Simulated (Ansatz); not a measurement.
Reaction (formal exchange of groups at the Si–Cl bond): `CO[Si](N)(F)Cl` + SiH₄ → `CO[Si](N)(F)[SiH3]` + HCl

Program: Ansatz. Geometries: PBE0-D4/def2-TZVP. ΔE: electronic, gas phase. CBS: MP2 limit from def2 TZ/QZ plus the TZ coupled-cluster correction, frozen cores. This one scheme is used for every species. One conformer a species, not always the lowest.

`CO[Si](N)(F)Cl`:

Cartesian coordinates in Å:
```
C -1.844 -0.133 0.530
O -0.525 0.376 0.527
Si 0.661 -0.110 -0.455
N 2.101 0.541 0.099
F 0.618 -1.702 -0.499
Cl 0.380 0.454 -2.396
H -2.361 0.283 1.395
H -2.377 0.168 -0.377
H -1.850 -1.224 0.602
H 2.314 0.626 1.078
H 2.883 0.723 -0.503
```

SiH₄:

```xyz
5

Si    0.000    0.000    0.000
H     0.260   -1.188    0.851
H    -0.670   -0.427   -1.254
H     1.286    0.665   -0.328
H    -0.876    0.950    0.731
```

`CO[Si](N)(F)[SiH3]`:

```xyz
14

C    -2.283    0.466    0.387
O    -1.121   -0.337    0.308
Si    0.413    0.203    0.254
N     0.579    1.428   -0.920
F     0.825    0.942    1.616
Si    1.714   -1.720    0.008
H    -2.511    0.701    1.430
H    -2.163    1.400   -0.169
H    -3.117   -0.097   -0.037
H     0.400    1.257   -1.896
H     1.235    2.180   -0.785
H     1.432   -2.725    1.067
H     3.159   -1.363    0.059
H     1.438   -2.335   -1.320
```

HCl:

```xyz
2

Cl   -0.262    0.572    0.112
H     0.262   -0.572   -0.112
```

| level | ΔE (kcal/mol) |
| --- | --- |
| MP2/def2-TZVPP | 30.3 |
| SCS-MP2/def2-QZVPP | 30.5 |

(1) What does CCSD(T)/CBS give? (Best estimate.)

Largest T1 diagnostic among the species: 0.012.

Results:

(1) Computed: +28.3 kcal/mol. The listed levels differ from it by 2.0, 2.2 kcal/mol.

From PBE to PBE0 (25 % exact exchange), in def2-TZVPP and without D4, ΔE moves by +2.1 kcal/mol. In def2-TZVPP, CCSD(T) changes the Hartree–Fock value by −5.3 kcal/mol (the triples alone add −0.6 kcal/mol) and MP2 by −3.1 kcal/mol.
